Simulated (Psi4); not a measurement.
heptane (C₇H₁₆), singlet, geometry from GFN2-xTB. Base run: PBE/STO-3G (Psi4).

Here is a job for Psi4.
```
memory 2 GB

molecule mol {
0 1
  C    -3.796579    0.310183   -0.093024
  C    -2.528590   -0.447694    0.280798
  C    -1.269865    0.308054   -0.138142
  C     0.005168   -0.445081    0.233067
  C     1.262664    0.312089   -0.186596
  C     2.538893   -0.439621    0.183845
  C     3.789235    0.322268   -0.238159
  H    -4.680211   -0.244715    0.213835
  H    -3.844982    0.465156   -1.168779
  H    -3.816405    1.283317    0.393005
  H    -2.508272   -0.610477    1.360917
  H    -2.536842   -1.428440   -0.200488
  H    -1.290965    0.471206   -1.218436
  H    -1.262395    1.289166    0.342962
  H    -0.002467   -1.426452   -0.247704
  H     0.026098   -0.608653    1.313389
  H     1.270477    1.293201    0.294502
  H     1.241907    0.475242   -1.266896
  H     2.531854   -1.420365   -0.297465
  H     2.560424   -0.602402    1.263940
  H     3.795961    0.477329   -1.314969
  H     4.685721   -0.229793    0.034642
  H     3.824538    1.295491    0.246815
}

set basis sto-3g
set reference rks

energy('pbe')
print_variables()
```

The base run was repeated with changes; each row names its change, and settings that it needs were set with it.

```csv
change,ΔE vs base (mEh),SCF cycles,grid points,basis functions
base,0.000,6,482311,51
guess = sap,0.000,8,482311,51
d_convergence = 1e-10,0.000,11,482311,51
dft_nuclear_scheme = becke,0.091,6,478237,51
dft_pruning_scheme = robust,0.000,6,327381,51
level_shift = 0.3,0.000,6,482311,51
damping_percentage = 20,0.001,17,482311,51
dft_radial_scheme = multiexp,0.000,6,514443,51
guess = modhuckel,0.000,9,482311,51
cholesky_tolerance = 1e-3 (with scf_type cd),(withheld),6,482311,51
scf_type = direct,(withheld),10,482311,51
dft_radial_points = 50,-0.012,6,326631,51
dft_radial_scheme = mura,-0.001,6,491189,51
```

**Question.** Fill in the missing entries.

**Answer.** 
- cholesky_tolerance = 1e-3 (with scf_type cd), ΔE vs base (mEh): -3.477
- scf_type = direct, ΔE vs base (mEh): 2.254
